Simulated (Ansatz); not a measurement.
`[NH2][Nb]([NH2])([OH])=[S]`, relaxed with RKS PBE-D4/def2-SVP in the Gaussian-basis code of Ansatz from a rough embedded geometry. The force threshold is 0.03 eV/Å; the program also tests the step.

The species carries charge 0 and has multiplicity 1. Nb takes the def2 core potential.

Start:

```xyz
10

N     0.033    0.054    1.839
Nb   -0.492    0.157   -0.166
N     0.835    1.487   -1.100
O    -0.323   -1.727   -1.065
S    -2.402    0.821   -0.381
H    -0.577   -0.757    2.282
H     0.995   -0.237    1.919
H     0.777    1.247   -2.188
H     1.769    1.247   -0.849
H    -0.616   -2.292   -0.294
```

```
         step  energy (eV)  largest force (eV/Å)  largest move (Å)
            1  -17480.8597                 4.861             0.000
            2  -17481.9164                 2.073             0.195
            3  -17482.3121                 1.789             0.195
            4  -17482.4512                 1.432             0.093
            5  -17482.6231                 1.304             0.193
            6  -17482.7453                 0.446             0.200
            7  -17482.8135                 0.256             0.200
            8  -17482.8232                 0.434             0.200
            9  -17482.8324                 0.329             0.036
           10  -17482.8389                 0.128             0.083
           11  -17482.8412                 0.153             0.042
12 (rejected)  -17482.8386                 0.634             0.047
           13  -17482.8432                 0.031             0.023
           14  -17482.8443                 0.010             0.044
           15  -17482.8444                 0.067             0.038
           16  -17482.8445                 0.034             0.017
           17  -17482.8445                 0.003             0.005
```

End:

```xyz
10

N     0.046   -0.071    1.787
Nb   -0.399   -0.096   -0.141
N     0.808    1.096   -1.160
O    -0.098   -1.876   -0.768
S    -2.428    0.641   -0.375
H    -0.535    0.315    2.538
H     0.936   -0.402    2.175
H     0.543    1.964   -1.636
H     1.822    0.955   -1.240
H    -0.694   -2.526   -1.179
```

Hardware: 4 threads of a server CPU on a shared host. Wall time 29 s, peak host memory 0.17 GiB.
